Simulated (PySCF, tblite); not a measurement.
A database entry of computed molecular properties. Lists by class give the value and the number of equivalent atoms.

```json
{
 "formula": "C7H12N2O",
 "smiles": "Cc1nnc(C(C)(C)C)o1",
 "charge": 0,
 "multiplicity": 1,
 "geometry_level": "GFN2-xTB",
 "atoms_angstrom": [
  ["C", 3.669, 0.354, 0.02],
  ["C", 2.319, 0.109, 0.565],
  ["N", 1.997, -0.202, 1.775],
  ["N", 0.651, -0.327, 1.81],
  ["C", 0.214, -0.086, 0.62],
  ["C", -1.198, -0.096, 0.14],
  ["C", -2.116, -0.45, 1.308],
  ["C", -1.533, 1.298, -0.405],
  ["C", -1.32, -1.141, -0.976],
  ["O", 1.228, 0.201, -0.232],
  ["H", 4.396, 0.229, 0.815],
  ["H", 3.879, -0.347, -0.786],
  ["H", 3.732, 1.364, -0.382],
  ["H", -1.859, -1.427, 1.707],
  ["H", -3.151, -0.461, 0.975],
  ["H", -2.005, 0.276, 2.108],
  ["H", -0.86, 1.564, -1.217],
  ["H", -1.441, 2.043, 0.383],
  ["H", -2.553, 1.313, -0.78],
  ["H", -1.077, -2.131, -0.596],
  ["H", -2.339, -1.157, -1.357],
  ["H", -0.645, -0.907, -1.797]
 ],
 "electronic_structure_code": "PySCF",
 "results": {
  "GFN2-xTB geometry": {
   "point_group": "Cs",
   "rotational_constants_GHz": [2.795, 0.906, 0.808]
  },
  "PBE0/pcSseg-1 ground state and GIAO shieldings, non-relativistic": {
   "dipole_D": 3.54,
   "homo_eV": -7.52,
   "lumo_eV": -0.08,
   "shift_vs_computed_TMS_C_by_class_ppm": [
    [180.5, 1],
    [169.6, 1],
    [34.8, 1],
    [30.0, 3],
    [13.6, 1]
   ],
   "shift_vs_computed_TMS_H_by_class_ppm": [
    [2.6, 3],
    [1.45, 9]
   ],
   "shielding_other_nuclei_by_class_ppm": [
    ["N", -75.8, 1],
    ["N", -70.5, 1],
    ["O", 10.1, 1]
   ],
   "charges_hirshfeld_e_by_atom": [-0.11, 0.13, -0.17, -0.15, 0.13, 0.02, -0.12, -0.12, -0.12, -0.06, 0.07, 0.06, 0.06, 0.04, 0.04, 0.04, 0.04, 0.04, 0.04, 0.04, 0.04, 0.04]
  },
  "GFN2-xTB harmonic vibrations, gas phase": {
   "strongest_ir_bands_cm-1_km_per_mol_modes": [
    [1168.8, 71.4, 1],
    [1263.1, 50.0, 1],
    [1313.1, 69.3, 1],
    [1590.4, 65.4, 1],
    [3033.4, 43.1, 2],
    [3043.8, 83.4, 1]
   ],
   "zpe_kcal_per_mol": 115.1
  }
 }
}
```

The zero-point energy, half the sum of the 60 harmonic wavenumbers, equals 40250 cm⁻¹ or 482 kJ/mol. The rotational constants make it an asymmetric top with κ = (2B − A − C)/(A − C) = -0.90, nearer the prolate limit (−1).

 NMR classes are plain means over equivalent atoms (diastereotopic ones count apart unless rotation or inversion swaps them), as if these changed places fast; in this geometry the members of some classes differ.

Shape of the structure used: `[CH3:1][c:2]1[n:3][n:4][c:5]([C:6]([CH3:7])([CH3:8])[CH3:9])[o:10]1`: N4–C5–C6–C7 0°.
